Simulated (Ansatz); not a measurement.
The lowest singlet and triplet of C2HN (SMILES [CH]C#N); geometries from B3LYP-D3(BJ)/def2-TZVP, each state relaxed from the structure named, with no frequency check, low spin by broken symmetry.
Singlet (charge 0, multiplicity 1):
```csv
atom,x (Å),y (Å),z (Å)
C,-1.1792,0.2102,0.2913
C,0.0848,-0.0192,-0.0182
N,1.2148,-0.1259,-0.3611
H,-1.9367,-0.2647,0.8890
```

A positive gap puts the triplet lower; no zero-point energy. R- takes a restricted singlet, here one determinant of a half-filled degenerate or near-degenerate pair, which mixes singlet states. U- takes an unrestricted singlet (broken symmetry where lower, unprojected). The triplet is unrestricted in single-reference levels. Active spaces average the two states.

Correlated levels freeze the cores.

Codes used: Ansatz (a program for electronic structure) with Gaussian orbitals. Each number belongs to the level named beside it.

```csv
level,"gap E(singlet) − E(triplet), vertical, at the singlet's geometry (kJ/mol)"
U-SVWN5/def2-TZVPP (spin-contaminated),35.4
U-PBE/def2-TZVPP (spin-contaminated),29.5
U-r2SCAN/def2-TZVPP (spin-contaminated),32.6
R-PBE0/def2-TZVPP,98.7
U-wB97M-V/def2-TZVPP (spin-contaminated),44.7
U-B2PLYP/def2-TZVPP (spin-contaminated),29.9
"SA-CASSCF(6,6)/cc-pVDZ",94.7
"SA-CASSCF(6,6)/cc-pVQZ",[?]
"SC-NEVPT2 on SA-CASSCF(6,6)/cc-pVQZ",[?]
```

Problem. Some entries are withheld; supply them.

Solution. 
- SA-CASSCF(6,6)/cc-pVQZ, gap E(singlet) − E(triplet), vertical, at the singlet's geometry (kJ/mol): 89.3
- SC-NEVPT2 on SA-CASSCF(6,6)/cc-pVQZ, gap E(singlet) − E(triplet), vertical, at the singlet's geometry (kJ/mol): 68.1

Doubts at one or more of the structures used: a restricted determinant that unrestricted orbitals would lower (R-PBE0/def2-TZVPP).
